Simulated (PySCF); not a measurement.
Fractional electron number in Be²⁺ (beryllium, charge +2)

The 1s beta orbital of 1s2 is emptied in steps (occupation f), with all orbitals relaxed, ending at 1s1. All numbers are calculated (PySCF 2.14, the non-relativistic Hamiltonian (point nucleus), in aug-pcseg-2). The exact energy is a straight line in f; departures are measured from the line between the end points of the same method.

```
   f  UHF (eV)
   1     0.000
0.75     0.053
 0.5     0.065
0.25     0.045
   0     0.000
```

```json
{"method": "UHF", "E(f=0) − E(f=1) (eV)": "154.03", "−ε at f=1 (eV)": "154.34", "−ε at f=0.5 (eV)": "154.01"}
```

Orbital energy along the path (eV):

| f | UHF |
| --- | --- |
| 1 | -154.34 |
| 0.75 | -154.16 |
| 0.5 | -154.01 |
| 0.25 | -153.90 |
| 0 | -153.81 |

Reference removal energy between the ground levels: 153.90 eV (theoretical estimate listed by NIST; NIST Atomic Spectra Database, ionization energies). UHF lacks correlation.
